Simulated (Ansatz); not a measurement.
Basis sets compared for VCl3. The state is a triplet with charge 0. Geometry r2SCAN-D4/def2-SVP. Ansatz on 2 threads of AMD EPYC 9R45 on a shared host; times are rough, and most runs start from earlier orbitals.

```xyz
4

V     0.0272   -0.0470    0.0095
Cl    1.0810   -1.8884    0.3711
Cl   -1.0862    1.0030    1.5354
Cl   -0.0220    0.9324   -1.9161
```

Binding counts from free atoms (V quartet, Cl doublet) in the same basis, without a counterpoise term.

| level | functions | energy (Eh) | HOMO (eV) | LUMO (eV) | binding per atom (eV) | wall time |
| --- | --- | --- | --- | --- | --- | --- |
| PBE-D4/def2-SVP | 85 | -2323.4276 | -5.43 | -5.07 | – | 2.5 s |
| PBE-D4/def2-TZVP (with forces) | 156 | -2324.0391 | -5.63 | -5.26 | – | 6 s |
| PBE-D4/def2-TZVPD | 186 | -2324.0414 | -5.69 | -5.32 | – | 6 s |
| r2SCAN-D4/def2-TZVP | 156 | -2324.7054 | -6.32 | -5.11 | – | 9.5 s |
| r2SCAN-D4/def2-TZVPD | 186 | -2324.7069 | -6.34 | -5.14 | – | 13 s |
| PBE0-D4/def2-SVP | 85 | -2323.5461 | -7.96 | -4.11 | 3.24 | 4.5 s |
| PBE0-D4/def2-TZVP | 156 | -2324.1512 | -8.03 | -4.15 | – | 5.5 s |
| PBE0-D4/def2-TZVPD | 186 | -2324.1529 | -8.06 | -4.18 | – | 12 s |

(1) Estimate the rows for PBE0-D4/def2-QZVPP.

Answers

(1) 
```json
{"level": "PBE0-D4/def2-QZVPP", "functions": "303", "energy (Eh)": "-2324.2153", "HOMO (eV)": "-8.04", "LUMO (eV)": "-4.11", "binding per atom (eV)": "–", "wall time": "61 s"}
```
